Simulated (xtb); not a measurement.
thiophene (C4H4S), SMILES c1ccsc1. All values are semi-empirical tight-binding results from xtb (GFN2-xTB unless named), good for trends rather than for accurate numbers. Geometry: GFN2-xTB.

| Quantity | Value |
|---|---|
| point group as xtb finds it | C2v |
| orbital gap | 4.10 eV |
| zero-point energy | 40.8 kcal/mol |
| G − E(el) at 298.15 K (modified RRHO) | 24.1 kcal/mol |
| static polarisability (D4 model) | 65.0 bohr³ |
| solvation energy, GFN2-xTB/ALPB(water) | 0.9 kcal/mol |
| solvation energy, GFN2-xTB/ALPB(benzene) | -4.1 kcal/mol |
